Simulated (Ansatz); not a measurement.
Reaction (atomization): `[CH3][GeH2][Cl]` → C• + Cl• + Ge• + 5 H•

Calculated with Ansatz (gas phase, PBE0-D4/def2-TZVP geometries, no zero-point term in ΔE). CBS: MP2 limit from def2 TZ/QZ plus the TZ coupled-cluster correction, frozen cores. This one scheme is used for every species, atoms too. Functionals use def2-TZVPP. Open shells (•) are unrestricted, without spin–orbit coupling. Spin–orbit coupling would lower the free atoms: a little for C, Cl; clearly for Ge. For Ge outer-core shells are correlated without core-valence functions, so the limit isn't a true one: a few kJ/mol of doubt a bond, and 10 to 20 or more in all where bonds break to atoms. Scalar relativity is left out up to krypton.

```tsv
level	ΔE (kcal/mol)	difference from CCSD(T)/CBS
PBE-D4	611.3	-1.2
BLYP-D4	600.3	-12.2
ωB97X-V	613.3	0.8
PBE0	605.2	-7.3
CCSD(T)/def2-SVP	576.7	-35.8
HF/def2-TZVPP	461.8	-150.7
MP2/def2-TZVPP	602.2	-10.3
CCSD(T)/def2-TZVPP	600.9	-11.6
MP2/CBS(def2)	613.8	1.3
CCSD/CBS(def2)	605.6	-6.9
CCSD(T)/CBS	612.5	0
```

Largest T1 diagnostic among the species: 0.010.

Leaving LDA and LC-ωPBE aside and taking each functional with its dispersion term where it has one, the values, not all of them listed here, spread over 19.1 kcal/mol, from BHLYP-D4 to B97M-V. LDA lies +76.4 kcal/mol from PBE without D4, its usual overbinding. The D4 term adds +5.5 kcal/mol with B3LYP and +2.8 kcal/mol with PBE0; it sums over pairs of atoms, weighted by their polarisabilities, and B3LYP, whose exchange is more repulsive, gets the larger term.

B3LYP here is the variant with VWN-RPA as its local correlation; programs differ in this.

For atomizations the MP2-based limit and the directly extrapolated one differ by several kJ/mol either way, and by 10 to 25 for some Ge, Se and Sn compounds, so smaller differences from it don't rank the levels.
